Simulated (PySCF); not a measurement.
Molfile (atoms numbered from 1):
```
C5H4ClNO
     RDKit          3D

 12 11  0  0  0  0  0  0  0  0999 V2000
   -2.6672   -1.1913    0.2754 C   0  0  0  0  0  0  0  0  0  0  0  0
   -1.8762   -0.3573   -0.0758 C   0  0  0  0  0  0  0  0  0  0  0  0
   -1.0595    0.6866   -0.5410 C   0  0  0  0  0  0  0  0  0  0  0  0
   -1.9223    1.9437   -1.3728 Cl  0  0  0  0  0  0  0  0  0  0  0  0
    0.2690    0.7613   -0.3882 C   0  0  0  0  0  0  0  0  0  0  0  0
    1.0436   -0.2855    0.3120 C   0  0  0  0  0  0  0  0  0  0  0  0
    2.3775   -0.0270    0.3588 N   0  0  0  0  0  0  0  0  0  0  0  0
    0.5670   -1.2853    0.8050 O   0  0  0  0  0  0  0  0  0  0  0  0
   -3.3008   -1.9571    0.6118 H   0  0  0  0  0  0  0  0  0  0  0  0
    0.8068    1.6089   -0.7840 H   0  0  0  0  0  0  0  0  0  0  0  0
    2.7873    0.7949   -0.0451 H   0  0  0  0  0  0  0  0  0  0  0  0
    2.9759   -0.6926    0.8178 H   0  0  0  0  0  0  0  0  0  0  0  0
  1  2  3  0
  2  3  1  0
  3  4  1  0
  3  5  2  0
  5  6  1  0
  6  7  1  0
  6  8  2  0
  1  9  1  0
  5 10  1  0
  7 11  1  0
  7 12  1  0
M  END
```

One computed conformer, no solvent model, non-relativistic. GFN2-xTB structure; σ from GIAO-PBE0/pcSseg-1; PySCF 2.14.0 with density-fitted response routines.

References, each an isolated molecule treated in the same way: 13C (σ = 186.93 ppm) vs TMS.

Do the 13C shifts follow the atomic charges (in e)? Tabulate both.

## Answers


```
atoms  hybridisation  δ (ppm)  σ para (ppm)  Hirshfeld    IAO  Mulliken  ESP-fitted
   C6            sp2    163.3          -219      +0.16  +0.43     +0.47       +0.80
   C3            sp2    140.6          -202      +0.04  +0.02     -0.38       -0.06
   C5            sp2    134.5          -204      -0.07  -0.22     -0.05       -0.24
   C1             sp    108.7          -182      -0.06  -0.16     -0.26       -0.42
   C2             sp     82.9          -144      -0.05  -0.02     +0.53       +0.18
```

Correlation coefficients of δ with charge over these carbons: Hirshfeld +0.76, IAO +0.58, Mulliken -0.13, ESP-fitted +0.45; with the paramagnetic shielding -0.97. With so few points, grouped by hybridisation, these coefficients are fragile. Charge is one influence among several: hybridisation and low-lying excitations act through the paramagnetic term.

Carbons that carry Cl, above all several Cl atoms, come out too deshielded, partly because spin–orbit coupling is missing. Shifts are as computed. Against solution values, carbons near 30 ppm lie about +3 ppm off and those near 130 ppm about +5 ppm; carbons on Cl a further +6 ppm. Of 1211 compounds with measured shifts, 218 miss one by over three times the rms of a fit or turn the order of signals round; such compounds aren't used in these exercises. Hydrogen bonding in solution deshields acid and N–H amide carbonyl carbons by as much as 10 ppm beyond these values.
